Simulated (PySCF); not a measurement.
# How the method changes the constants of CaPb⁻

State: ⁴Σ⁻ (quartet), unpaired electrons σ ↑, π ↑↑. Set-up: Ca def2-SVPD, Pb def2-SVPD with ECP60; scalar-relativistic core potentials (PySCF 2.14). De refers to Ca + Pb⁻ in their high-spin ground configurations, without counterpoise correction. The functionals are run spin-unrestricted. A positive dipole points towards Pb; it is taken about the centre of mass and depends on that origin.

```csv
Level,Re (Å),ωe (cm⁻¹),De (eV),μ (D),"CPU s a point (SCF and correlation, without the integrals)"
ROHF,3.477,99.6,0.84,7.96,0.15
ROHF-MP2,3.359,114,1.05,n/a,0.34
ROHF-SCS-MP2,3.374,112,1.01,n/a,n/a
PBE,3.189,140,1.51,6.49,0.86
r²SCAN,3.197,138,1.46,7.03,1.3
r²SCANh,3.207,137,1.42,6.99,1.5
PBE0,3.213,135,1.37,6.73,1.3
MN15,3.173,139,1.41,5.31,1.3
M06-2X,3.251,128,1.28,6.34,1.3
```

(1) What does a quarter of exact exchange do here, going from PBE to PBE0?

Correlated steps freeze 9 core orbitals. Correlated levels converge slowly with the basis: in double zeta they bind strong bonds too weakly, by up to about 1 eV, and carry superposition errors of some tenths. These are scalar-relativistic numbers at best; spin–orbit coupling would shift them, the dissociation energy most. For an ion De counts to the pair picked by the measured ionisation energies or electron affinities, which need not be the lowest pair at this level. The highest Kohn–Sham level is positive in this anion. Much of that is self-interaction error, but it also means that the finite basis helps to hold the extra electron. The state is the lowest determinant that a PBE0 search found; another state may lie lower at other levels.

The whole job (state search and all levels along the bond) took about 2.9 min on 1 thread of Arm Neoverse V2 (shared host), peak memory 0.75 GiB.

## Answers

(1) PBE0 less PBE: +2.4 pm in Re, -3.6 % in ωe, -0.14 eV in De. Exact exchange removes part of the self-interaction that spreads semilocal densities, and in most molecules shortens and stiffens the bond and lowers De; here Re and ωe go the other way.
